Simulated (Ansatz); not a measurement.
Single points on P7S2⁺.

```yaml
crystal:
  periodic: [false, false, false]
  atoms:
    - {symbol: P, position_ang: [0.437344, 0.726644, -0.336766]}
    - {symbol: P, position_ang: [2.616622, 0.682369, -0.123221]}
    - {symbol: P, position_ang: [-0.828185, 1.957997, 1.009416]}
    - {symbol: P, position_ang: [-2.302612, -1.246847, 0.274594]}
    - {symbol: P, position_ang: [-0.464296, -1.176041, -1.029187]}
    - {symbol: P, position_ang: [2.768712, -1.364347, 0.255978]}
    - {symbol: P, position_ang: [-2.603971, 0.572285, 1.191163]}
    - {symbol: S, position_ang: [-0.617476, 2.308933, -1.186180]}
    - {symbol: S, position_ang: [0.993863, -2.460994, -0.055788]}
basis:
  gaussian: {orbitals: def2-TZVP, initial_orbitals: start.molden}
total_charge: 1
correlation: {method: mp2}
scf: {omitted_lower_state_checks: [starts]}
output: {orbitals: {seedname: orbitals}}
```

The file start.molden holds the orbitals of an earlier run on this structure, at another level or in another basis.

```sh
$ ansatz run in.yaml --threads 4 --pin off --events-out ev --progress --plain --max-ram 4787MiB
```

Output, abridged:

```
Functional definition: HF
  name "HF"
  cite "Fock, Z. Phys. 61, 126 (1930) doi:10.1007/BF01340294"
  parent pbe
  exchange = exact_x
  correlation = 0
these checks for a lower state are left out or cut short: starts
1982 factors; integrals over basis functions are off by at most 5.3e-4 eV
mean field evaluation 1: about -86530.4905 eV, gradient 5.8e1 eV
mean field evaluation 2: about -86532.5559 eV, gradient 3.0e0 eV
mean field evaluation 4: about -86534.8808 eV, gradient 5.0e0 eV
mean field evaluation 8: about -86534.9875 eV, gradient 6.1e-3 eV
mean field -86534.98752961 eV, -3180.1021361920 hartree, gradient 8.3e-6 eV, S^2 0.000000; 0 other end points of the search recorded, 0 dependent functions left out; unrestricted orbitals would lower it
mean field evaluation 16: about -86535.3872 eV, gradient 1.6e-1 eV
45 core orbitals not correlated: weight in the atoms' cores, before any rotation towards them, 1.000 or more for the frozen orbitals, at most 0.000 for the correlated occupied ones
reference -86534.98752961 eV, -3180.1021361920 hartree; 23, 23 occupied and 265, 265 virtual orbitals, 1982 factors
second order -36.36710230 eV of doubles, -0.00000000 eV of singles
Total energy: -86571.35463192 eV, -3181.4386025512 hartree
Checks for a lower state left out: starts
```

Hardware: 4 threads of Arm Neoverse V1 on a shared host. Wall time 19 s, peak host memory 1.4 GiB.

The first input with `gaussian: {orbitals: def2-SVP, initial_orbitals: start.molden}`, `hamiltonian: {xc: pbe, dispersion: d4}` and without the key `correlation` (abridged; 2.5 s):

```
Functional definition: PBE
mean field -86621.02175994 eV, -3183.2638358406 hartree, gradient 2.5e-5 eV, S^2 0.000000
Total energy: -86621.98404501 eV, -3183.2991991646 hartree
Checks for a lower state left out: starts
```

First input, but with `hamiltonian: {xc: hse06, dispersion: d4}` and without the key `correlation` (abridged; 18 s):

```
Functional definition: HSE06
mean field -86656.14775587 eV, -3184.5546923816 hartree, gradient 4.4e-5 eV, S^2 0.000000
Total energy: -86656.95526656 eV, -3184.5843678521 hartree
Checks for a lower state left out: starts
```

As the first input, with `hamiltonian: {xc: r2scan, dispersion: d4}` and without the key `correlation` (abridged; 15 s):

```
Functional definition: r2SCAN
mean field -86683.67977984 eV, -3185.5664756006 hartree, gradient 2.9e-5 eV, S^2 0.000000
Total energy: -86683.90778093 eV, -3185.5748544863 hartree
Checks for a lower state left out: starts
```

The first input with `gaussian: {orbitals: def2-SVP, initial_orbitals: start.molden}`, `hamiltonian: {xc: pbe0, dispersion: d4}` and without the key `correlation` (abridged; 4.4 s):

```
Functional definition: PBE0
mean field -86627.10705854 eV, -3183.4874664391 hartree, gradient 1.5e-5 eV, S^2 0.000000
Total energy: -86627.95059757 eV, -3183.5184659267 hartree
Checks for a lower state left out: starts
```

First input, but with `gaussian: {orbitals: def2-SVP, initial_orbitals: start.molden}`, `correlation: {method: ccsd_t}` (abridged; 32 s):

```
Functional definition: HF
mean field evaluation 16: about -86482.7293 eV, gradient 5.6e1 eV
mean field evaluation 32: about -86496.0707 eV, gradient 4.7e0 eV
mean field -86504.06896202 eV, -3178.9658997903 hartree, gradient 2.0e-6 eV, S^2 0.000000; unrestricted orbitals would lower it
45 core orbitals not correlated: weight in the atoms' cores, before any rotation towards them, 1.000 or more for the frozen orbitals, at most 0.000 for the correlated occupied ones
second order -28.64919662 eV of doubles, -0.00000000 eV of singles
cycle   1  -28.89688347 eV  change   -2.5e-1 eV  update   2.2e-1
cycle   2  -30.06923882 eV  change    -1.2e0 eV  update   7.4e-2
cycle   3  -30.39707659 eV  change   -3.3e-1 eV  update   4.3e-2
cycle   4  -30.38694064 eV  change    1.0e-2 eV  update   1.4e-2
cycle   5  -30.38179953 eV  change    5.1e-3 eV  update   8.6e-3
cycle   6  -30.38386823 eV  change   -2.1e-3 eV  update   3.3e-3
cycle   7  -30.38232718 eV  change    1.5e-3 eV  update   1.7e-3
cycle   8  -30.38181588 eV  change    5.1e-4 eV  update   7.5e-4
cycle   9  -30.38221236 eV  change   -4.0e-4 eV  update   3.7e-4
cycle  10  -30.38225344 eV  change   -4.1e-5 eV  update   1.8e-4
cycle  11  -30.38209638 eV  change    1.6e-4 eV  update   8.3e-5
cycle  12  -30.38216614 eV  change   -7.0e-5 eV  update   4.3e-5
cycle  13  -30.38215634 eV  change    9.8e-6 eV  update   1.8e-5
perturbative correction -1.91920783 eV, -0.0705295870 hartree
Total energy: -86536.37032620 eV, -3180.1529530292 hartree
Checks for a lower state left out: starts
```

First input, but with `hamiltonian: {xc: {name: BHLYP}, dispersion: d4}` and without the key `correlation` (abridged; 20 s):

```
Functional definition: BHLYP
mean field -86687.81109990 eV, -3185.7182988124 hartree, gradient 2.8e-5 eV, S^2 0.000000
Total energy: -86689.26577785 eV, -3185.7717572413 hartree
Checks for a lower state left out: starts
```

Geometry: PBE-D4/def2-SVP.

HSE06 is defined as in plane-wave codes, on full-range PBE exchange. Correlated methods freeze 45 core orbitals. At MP2/def2-TZVP, CCSD(T)/def2-SVP the restricted singlet (for correlated methods, its reference) is unstable: a solution with broken spin symmetry lies lower. The restricted singlet is unstable towards broken spin symmetry in Hartree–Fock (as tested in another run); at PBE-D4/def2-SVP, HSE06-D4/def2-TZVP, r2SCAN-D4/def2-TZVP, PBE0-D4/def2-SVP and others this wasn't settled. At CCSD(T)/def2-SVP T1 of the charge 1 singlet is large (up to 0.024), so the single-reference result is doubtful. Another isomer (singlet) lies 1.28 eV lower at PBE0-D4/def2-TZVP; other spin states weren't run for this one.
